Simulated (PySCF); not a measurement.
SnH2, SMILES [SnH2] (connectivity only; charge and spin as stated), neutral, multiplicity 1.

Geometry: B3LYP-D3(BJ)/def2-TZVPD. The def2 effective core potentials stand for the cores of Sn; spin–orbit coupling is left out.

Two levels are set side by side: PBE/def2-TZVPD (PySCF) and r2SCAN/def2-TZVPD (PySCF). Same geometry, gas phase. Differences are taken from unrounded values.

| quantity | r2SCAN | PBE | PBE minus r2SCAN |
|---|---|---|---|
| orbital gap (eV) | 2.32 | 1.91 | -0.41 |
| highest occupied level (eV) | -5.92 | -5.69 | 0.23 |
| lowest empty level (eV) | -3.60 | -3.78 | -0.18 |
| dipole moment (D) | 0.76 | 0.82 | 0.07 |
| mean polarisability (bohr³) | 49.2 | 50.6 | 1.5 |

Rough cost on one machine, each run with all the roots and properties that it gave: r2SCAN against PBE about 3 times.
